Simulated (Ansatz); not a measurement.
Cartesian coordinates in Å:
```
Si -1.435 -0.135 -1.193
C -0.021 0.822 -0.433
Ge 0.946 -0.209 0.935
H -0.944 -1.369 -1.869
H -2.446 -0.506 -0.162
H 0.693 1.114 -1.206
H -0.396 1.737 0.033
H 2.094 0.632 1.527
H 1.530 -1.483 0.304
H -0.021 -0.604 2.064
```

The species carries charge 0 and has multiplicity 2.

(1) List the r2SCAN/def2-TZVPP orbital energies in eV (Ansatz 0.2.0). (An estimate is asked.)

Results:

(1) Computed: α occupied: -10834.12, -1791.07, -1349.23, -1199.28, -1199.28, -1199.28, -273.22, -167.41, -141.50, -117.10, -117.10, -117.10, -96.47, -96.33, -96.33, -30.40, -30.40, -30.40, -30.33, -30.33, -18.47, -13.96, -13.10, -11.01, -9.30, -8.63, -8.48, -8.48, -8.13, -5.12. α empty: -0.12, 0.80, 0.87, 0.91, 1.37, 1.50, 1.68, 2.17. β occupied: -10834.12, -1790.97, -1349.23, -1199.28, -1199.28, -1199.28, -273.21, -167.41, -141.42, -117.10, -117.09, -117.09, -96.25, -96.25, -96.23, -30.39, -30.39, -30.39, -30.32, -30.32, -18.39, -13.89, -12.58, -10.98, -9.18, -8.49, -8.44, -8.34, -7.99. β empty: -2.68, 0.15, 0.94, 1.20, 1.24, 1.74, 1.82, 1.94. ⟨S²⟩ = 0.754.
